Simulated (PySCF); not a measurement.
**Electron correlation in O (oxygen, neutral)**

[He] 2s2 2p4, high-spin 3P determinant. Calculation: PySCF 2.14, in cc-pVTZ; no relativity, point nucleus. Frozen: 1s2; 6 electrons correlated.

MP2 pair energies summed by pair of shells (mhartree):

```json
{"pair": "2p-2p", "energy": "-67.05", "share (%)": "46.8"}
{"pair": "2s-2p", "energy": "-65.67", "share (%)": "45.9"}
{"pair": "2s-2s", "energy": "-10.43", "share (%)": "7.3"}
```

Total MP2 correlation energy: -143.15 mhartree.

Same-spin part -35.50 and opposite-spin part -107.65 mhartree; SCS-MP2 scales them by 1/3 and 6/5 to -141.01 mhartree.

| level | correlation energy (mhartree) |
| --- | --- |
| CCSD | -159.29 |
| (T) | -2.91 |
| CCSD(T) | -162.20 |

Diagnostics: T1 = 0.0053, D1 = 0.0105, largest double amplitude 0.048.

Cost of the coupled-cluster step: 0.35 s of wall time on 1 thread of Neoverse-V1 (shared host), for 6 correlated electrons.
